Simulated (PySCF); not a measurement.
An unknown is described by computed data only.

Formula: C2H2Cl3F3Si.

| Property | Result |
| --- | --- |
| 13C NMR | chemical shifts (computed TMS as zero) by class: 136.0 (1 C), 108.7 (1 C) ppm [GIAO PBE0/pcSseg-1] |
| Rotational structure | rotational constants A, B, C: 1.322, 0.539, 0.535 GHz [GFN2-xTB] |
| Dipole | 2.12 D [PBE0/pcSseg-1] |
| 1H NMR | chemical shifts (computed TMS as zero) by class: 4.59 (2 H) ppm [GIAO PBE0/pcSseg-1] |
| NMR, other nuclei | isotropic shieldings of nuclei other than C and H, by class: 240 (3 F), 385 (1 Si), 507 (3 Cl) ppm [GIAO PBE0/pcSseg-1] |

The electronic properties come from PySCF, for the isolated species, density fitting. Levels stand in brackets. Geometry: GFN2-xTB; no solvent, vibrations or thermal averaging. NMR classes are plain means over equivalent atoms (diastereotopic ones count apart unless rotation or inversion swaps them), as if these changed places fast.

Q: Propose a structure and show how it fits.

A: Numbering: `[F:1][C:2]([F:3])([F:4])[SiH2:5][C:6]([Cl:7])([Cl:8])[Cl:9]`. Its formula, C2H2Cl3F3Si, gives 0 degrees of unsaturation, so no ring and no π bond. 2 carbons fall into 2 classes; from least to most shielded: CF3 carbon [C2] (136.0 ppm), CCl3 carbon [C6] (108.7 ppm). All hydrogens form one class (4.59 ppm): Si–H hydrogen. The other shieldings belong to: 240 ppm, fluorine of a CF3 group [F1/F3/F4]; 385 ppm, SiH2 silicon [Si5]; 507 ppm, chlorine of a CCl3 group [Cl7/Cl8/Cl9]. The optimised geometry has point group Cs and is an asymmetric top. Structure: `FC(F)(F)[SiH2]C(Cl)(Cl)Cl`. The assignments are read from this structure; whether some other isomer fits the data as well wasn't checked. NMR values of atoms bound to several Cl lack the spin–orbit term that these neighbours bring.

Conformer computed: `[F:1][C:2]([F:3])([F:4])[SiH2:5][C:6]([Cl:7])([Cl:8])[Cl:9]`: F1–C2–Si5–C6 180°, C2–Si5–C6–Cl7 -61°.
